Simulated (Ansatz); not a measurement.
`[CH3][Sn]([CH3])([CH3])[Sn]([CH3])([CH3])[Sn]([CH3])([CH3])[CH3]` with charge -1. Charge -1, multiplicity 2. Geometry r2SCAN-D4/def2-SVP, that of the neutral singlet.

```xyz
35

C    -0.0062   -1.3169   -2.8246
Sn    0.7428    0.5830   -2.0797
C    -0.6950    2.0968   -2.6807
C     2.6234    1.0096   -3.0820
Sn    0.9624    0.4656    0.7036
C     2.7788   -0.5835    1.2978
C     1.1184    2.4682    1.5509
Sn   -1.3035   -0.8540    1.6697
C    -3.0575   -0.1638    0.5867
C    -1.6514   -0.5409    3.7920
C    -1.1612   -2.9941    1.3228
H    -0.1565   -1.2615   -3.9140
H    -0.9703   -1.5546   -2.3496
H     0.7017   -2.1304   -2.6048
H    -1.6817    1.8788   -2.2455
H    -0.3746    3.0944   -2.3454
H    -0.7863    2.1038   -3.7781
H     3.0141    1.9878   -2.7641
H     3.3701    0.2378   -2.8430
H     2.4674    1.0276   -4.1718
H     2.7693   -1.6164    0.9205
H     3.6595   -0.0636    0.8918
H     2.8534   -0.6064    2.3956
H     0.2425    3.0734    1.2755
H     2.0258    2.9628    1.1725
H     1.1780    2.4058    2.6479
H    -2.9212   -0.3244   -0.4937
H    -3.9469   -0.7240    0.9147
H    -3.2290    0.9090    0.7617
H    -0.8031   -0.9219    4.3799
H    -2.5642   -1.0735    4.1010
H    -1.7757    0.5309    4.0071
H    -1.0542   -3.1989    0.2472
H    -2.0751   -3.4885    1.6877
H    -0.2940   -3.4182    1.8504
```

In the def2 sets Sn takes a core potential; there is no spin–orbit coupling. At PBE-D4/def2-SVP, PBE0-D4/def2-SVP the highest occupied level of the charge -1 doublet lies above zero (up to 2.95 eV). By energy differences it is unbound by 1.14 eV (vertical, against the charge 0 singlet, at PBE-D4/def2-SVP) and held by the finite basis. At PBE-D4/def2-SVP the gap within one spin of the charge -1 doublet nearly closes, so an electron or hole may be smeared out by delocalisation error.

**Question.** Estimate the α-spin orbital energies around the gap (eV) in Ansatz with PBE-D4/def2-SVP, PBE0-D4/def2-SVP.

**Answer.** 
```tsv
orbital	PBE-D4/def2-SVP	PBE0-D4/def2-SVP
HOMO−5	-2.90	-4.13
HOMO−4	-2.89	-4.12
HOMO−3	-2.60	-3.78
HOMO−2	-2.03	-3.10
HOMO−1	-1.33	-2.29
HOMO	2.95	2.54
LUMO	3.01	3.72
LUMO+1	3.26	4.04
LUMO+2	3.55	4.39
LUMO+3	3.85	4.59
LUMO+4	3.97	4.84
LUMO+5	4.22	4.92
β HOMO	-1.21	-2.10
β LUMO	3.08	3.83
```
